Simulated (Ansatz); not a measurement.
CH3, SMILES [CH3+], charge +1.

Geometry: ωB97X-D3(BJ)/def2-TZVPD.

Two levels are set side by side: PBE/def2-TZVPD (Ansatz, a quantum-chemistry and plane-wave program) and CAM-B3LYP/def2-TZVPD (Ansatz). Energy differences of separate SCF runs at the same geometry; the states with an electron removed or added have multiplicity 2 and 2. Differences are taken from unrounded values.

| quantity | CAM-B3LYP |
|---|---|
| vertical ionisation energy (eV) | 25.52 |
| vertical electron affinity (eV) | 9.91 |
| vertical singlet–triplet gap (eV) | 4.93 |

What does PBE give, and how far is it from CAM-B3LYP? (Estimate from the structure and the level; the computed values follow.)


```
quantity                             PBE  PBE minus CAM-B3LYP
---------------------------------  -----  -------------------
vertical ionisation energy (eV)    25.35                -0.17
vertical electron affinity (eV)    10.00                 0.09
vertical singlet–triplet gap (eV)   4.63                -0.29
```
